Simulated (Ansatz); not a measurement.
The same germylene loss along the group Al, Ga, In.

Program: Ansatz. Geometries: PBE0-D4/def2-TZVP. ΔE: electronic, gas phase. CCSD(T)/CBS adds triple-zeta CCSD(T) − MP2 to the extrapolated MP2 energy (def2 sets, frozen cores). This one scheme is used for every species. Functionals use def2-TZVPP. def2 core potentials past Kr. For Ga, Ge, In outer-core shells are correlated without core-valence functions, which leaves a few kJ/mol of doubt a bond. Scalar relativity is left out up to krypton.

```csv
reaction,CCSD(T)/CBS(def2) (kJ/mol)
`[Cl][AlH][GeH3]` → `[AlH2][Cl]` + `[GeH2]`,?
`[Cl][GaH][GeH3]` → `[Cl][GaH2]` + `[GeH2]`,213
`[Cl][InH][GeH3]` → `[Cl][InH2]` + `[GeH2]`,230
```

Fill in the missing values. (An estimate is asked.)

The calculation gave: `[Cl][AlH][GeH3]` → `[AlH2][Cl]` + `[GeH2]`: +200.7 kJ/mol.

Largest T1 diagnostic: 0.014, for `[Cl][InH2]`.
